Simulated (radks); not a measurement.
Results of a calculation; reference values are marked as such.
All-electron atom: the scandium ion Sc4+ in [Ne] 3p5 3d2 (not the ground configuration).

Level of theory: scalar-relativistic Kohn-Sham, r2SCAN, spin-polarised, spherical densities, finite nucleus; open shells are filled with parallel spins first; meta-GGA in the generalised Kohn-Sham scheme; Fermi nuclear charge, rms radius 3.5459 fm (a radial shooting solver on a logarithmic mesh with Libxc functionals).

Energy parts (eV):
part                      energy
total                 -20565.230
kinetic                20723.957
electron-nucleus      -47906.087
Hartree                 7627.819
exchange-correlation   -1010.919

Orbitals (lengths in bohr, moments of r in powers of bohr; <r^-3> diverges for s and p1/2):
| orbital | occ. | eigenvalue (eV) | <r^-3> | <1/r> |
|---|---|---|---|---|
| 1s up | 1 | -4482.935 | - | 20.77 |
| 1s down | 1 | -4482.424 | - | 20.77 |
| 2s up | 1 | -543.1049 | - | 4.319 |
| 2s down | 1 | -541.7692 | - | 4.325 |
| 2p up | 3 | -455.1083 | 225.1 | 4.211 |
| 2p down | 3 | -453.6925 | 225.6 | 4.216 |
| 3p up | 3 | -88.7154 | 28.87 | 1.263 |
| 3p down | 2 | -83.0230 | 27.95 | 1.245 |
| 3d up | 2 | -53.5191 | 2.595 | 1.045 |
| 3d down | 0 | -48.2463 | 2.533 | 1.028 |

The highest occupied level is 3d up at -53.519 eV. The electron density at the nucleus is 7214 e/bohr^3 (large components only). Spin moment in Bohr magnetons: 3. The spin density at the nucleus is -1.1670 e/bohr^3 (1s -0.5268, 2s -0.6402). Summed over all electrons, <r^2> = 11.14 bohr^2, which gives a Langevin (diamagnetic) susceptibility term of -8.82 x 10^-6 cm^3/mol.
